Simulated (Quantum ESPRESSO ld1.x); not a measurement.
Results of a calculation; reference values are marked as such.
Task: Species: the tungsten ion W35+. Configuration: [Kr] 4d3. Level of theory: scalar-relativistic Kohn-Sham, LDA (Slater exchange, VWN5 correlation), spin-polarised, spherical densities, point nucleus; open shells are filled with parallel spins first (ld1.x of Quantum ESPRESSO 7.5). Some entries of the table are withheld. Estimate them.

orbital,occ.,eigenvalue (Ry),<r> (bohr)
1s up,1,-5210.41,0.01836
1s down,1,-5210.40,0.01835
2s up,1,-988.108,0.07759
2s down,1,-987.873,0.07758
2p up,3,-877.852,0.06944
2p down,3,-877.655,0.06943
3s up,1,-307.335,0.1996
3s down,1,-307.172,0.1995
3p up,3,-274.635,0.1993
3p down,3,-274.462,0.1992
3d up,5,-237.673,0.1799
3d down,5,-237.456,0.1798
4s up,1,-134.923,(1)
4s down,1,-134.339,(2)
4p up,3,(3),0.4231
4p down,3,(4),0.4234
4d up,3,-108.619,0.4235
4d down,0,-108.045,0.4239

Result: 
(1) 4s up <r> (bohr): 0.4100
(2) 4s down <r> (bohr): 0.4101
(3) 4p up eigenvalue (Ry): -122.953
(4) 4p down eigenvalue (Ry): -122.377
